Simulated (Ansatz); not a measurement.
Ideal-gas functions of `CB(O)S` at 500 K and 1 bar, from an Ansatz frequency run at PBE0-D4/def2-TZVP.

Molar mass 75.93 g/mol, point group Cs (symmetry number 1), electronic degeneracy 1, moments of inertia 59.571, 114.595, 171.069 u Å². Harmonic wavenumbers (cm⁻¹, unscaled): 51, 272, 308, 351, 429, 595, 598, 792, 867, 887, 967, 1186, 1314, 1382, 1458, 1462, 2730, 3048, 3115, 3140, 3874.

Use S(trans) = R[1.5 ln M + 2.5 ln T − 1.1517]; rotational temperatures θ = 24.2544 K / I; S(rot) = R[ln(√π/σ · √(T³/θAθBθC)) + 1.5]; for each mode x = 1.438777 ν̃/T, S = R[x/(eˣ − 1) − ln(1 − e⁻ˣ)] and H = RT x/(eˣ − 1); 1 cm⁻¹ = 0.0119627 kJ/mol; R = 8.31446 J/(mol·K).

By hand: the entropy, in J/(mol·K).

Translation 173.6. Rotation: θ = 0.4072, 0.2117, 0.1418 K, giving 113.0. Vibration, mode by mode: 24.28, 10.56, 9.59, 8.58, 7.07, 4.79, 4.76, 3.06, 2.58, 2.47, 2.06, 1.25, 0.93, 0.79, 0.66, 0.65, 0.03, 0.01, 0.01, 0.01, 0.00, in all 84.1. Electronic 0.0. Sum 370.7 J/(mol·K).

By hand: H − E and G − E in kJ/mol, counted from the electronic energy.

Zero-point energy ½ × 28826 × 0.0119627 = 172.4; thermal vibration 22.2; translation, rotation and pV give 4 RT = 16.6. H − E = 211.2 kJ/mol, and G − E = 211.2 − 500 × 370.7/1000 = 25.9 kJ/mol.

Vibration gives 23 % of the entropy, 24.3 J/(mol·K) of it from the mode under 150 cm⁻¹: soft modes count most, and the harmonic formula is weakest for them. The sum counts one conformer and one mirror image; others add a mixing term.
